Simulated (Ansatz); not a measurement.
Basis-set series for CH7AlInNS. Total charge 0; spin multiplicity 1. In takes the def2 core potential. The bonds changed during the relaxation, so this is another structure than the one it started from. All single points use the PBE0-D4/def2-TZVP geometry. It is one conformer, not always the lowest.

Cartesian coordinates in Å:
```
N -0.830 0.852 0.631
C 0.343 -0.100 0.391
Al -0.117 0.999 -1.194
S 1.746 0.233 1.397
In -0.129 -2.136 -0.033
H -1.696 0.397 0.891
H -0.592 1.551 1.327
H -1.087 0.337 -2.266
H 0.716 2.330 -1.406
H 2.323 1.255 0.725
H -1.817 -2.509 -0.027
H 1.140 -3.210 -0.435
```

```
functional       basis  functions  energy (Eh)  HOMO (eV)  LUMO (eV)
   PBE0-D4    def2-SVP        125   -927.14296      -6.39      -1.48
   PBE0-D4  def2-TZVPP        294   -927.48431      -6.45      -1.58
   ωB97M-V    def2-SVP        125   -927.35760      -8.45       0.08
   ωB97M-V  def2-TZVPP        294   -927.70244      -8.54      -0.14
```

Question: Give the rows for def2-QZVPP. (Estimate.)

Answer: Computed: 
```csv
functional,basis,functions,energy (Eh),HOMO (eV),LUMO (eV)
PBE0-D4,def2-QZVPP,546,-927.51156,-6.47,-1.60
ωB97M-V,def2-QZVPP,546,-927.72866,-8.57,-0.20
```
